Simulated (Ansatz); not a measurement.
A geometry relaxed with r2SCAN-D4/def2-TZVP run with Ansatz (a program for electronic structure), charge 0, multiplicity 2:

```xyz
4

H     -1.8813    -0.1213     0.3854
S     -1.0440     0.2781    -0.5872
H      2.1329     0.0647    -0.3087
Al     0.7914    -0.2503     0.5013
```

Q: Write the SMILES of this molecule.

A: `[AlH][SH]`
